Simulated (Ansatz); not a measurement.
Isolated molecules relaxed with PBE0-D4/def2-TZVP in Ansatz; ΔE leaves out vibrations. CCSD(T)/CBS adds triple-zeta CCSD(T) − MP2 to the extrapolated MP2 energy (def2 sets, frozen cores). This one scheme is used for every species. Double bonds are as drawn, so ΔE can hold a change between cis and trans. DFT in def2-TZVPP. One conformer a species, not always the lowest.

Reaction (redistribution): `F[SiH2]S[SiH2]Cl` + `O/C=C/[SiH3]` → `O/C=C/[SiH2]Cl` + `F[SiH2]S[SiH3]`

```tsv
species	ωB97M-V energy (Eh)
`F[SiH2]S[SiH2]Cl`	-1539.77563
`O/C=C/[SiH3]`	-444.49397
`O/C=C/[SiH2]Cl`	-904.15261
`F[SiH2]S[SiH3]`	-1080.11626
```

(1) Work out ΔE.

Largest T1 diagnostic among the species: 0.013.

Answers

(1) ΔE = (-904.15261) + (-1080.11626) − (-1539.77563) − (-444.49397) = 0.00073 Eh = +0.02 eV. CCSD(T)/CBS gives +0.02 eV.

In def2-TZVPP, CCSD(T) changes the Hartree–Fock value by +0.04 eV (the triples alone add +0.01 eV) and MP2 by +0.05 eV.
